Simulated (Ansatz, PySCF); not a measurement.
Process, species as SMILES: C=[C-]CO → [CH2-]C(C)=O
Structures are relaxed separately at B3LYP-D3(BJ)/def2-TZVP in Ansatz (an electronic-structure program), one conformer each, not searched for the lowest.

Wanted: isomerisation energy (0 K, with B3LYP-D3(BJ) harmonic zero-point energies from PySCF), in kcal/mol. Cores are frozen in the correlated levels unless marked. No spin-orbit coupling. Non-relativistic. Anions need diffuse functions: def2-D sets add few; the other sets have none. 

```json
[
 {"level": "HF/6-31G", "program": "Ansatz", "isomerisation energy (kcal/mol)": "-51.6"},
 {"level": "HF/6-31G*", "program": "Ansatz", "isomerisation energy (kcal/mol)": "-53.3"},
 {"level": "r2SCAN-D3(BJ)/def2-TZVPD", "program": "Ansatz + dftd3", "isomerisation energy (kcal/mol)": "-49.0"},
 {"level": "BHLYP-D3(BJ)/def2-TZVPD", "program": "Ansatz + dftd3", "isomerisation energy (kcal/mol)": "-47.9"},
 {"level": "TPSSh/def2-TZVPD", "program": "PySCF", "isomerisation energy (kcal/mol)": "-47.6"},
 {"level": "HSE06-D4/def2-TZVPD", "program": "Ansatz + dftd4", "isomerisation energy (kcal/mol)": "-47.8"},
 {"level": "B2GP-PLYP-D3(BJ)/def2-TZVPD", "program": "Ansatz + dftd3", "isomerisation energy (kcal/mol)": "-47.8"},
 {"level": "B2PLYP-D4/def2-TZVPD", "program": "Ansatz + dftd4", "isomerisation energy (kcal/mol)": "-47.6"},
 {"level": "RI-MP2/cc-pVQZ", "program": "Ansatz", "isomerisation energy (kcal/mol)": "-48.2"},
 {"level": "CCSD/STO-3G", "program": "Ansatz", "isomerisation energy (kcal/mol)": "-42.5"},
 {"level": "CCSD/6-31G", "program": "Ansatz", "isomerisation energy (kcal/mol)": "-50.4"},
 {"level": "CCSD(T)/STO-3G", "program": "Ansatz", "isomerisation energy (kcal/mol)": "-46.0"},
 {"level": "CCSD(T)/6-31G", "program": "Ansatz", "isomerisation energy (kcal/mol)": "-51.1"},
 {"level": "CCSD(T)/6-31G*", "program": "Ansatz", "isomerisation energy (kcal/mol)": "-51.9"}
]
```
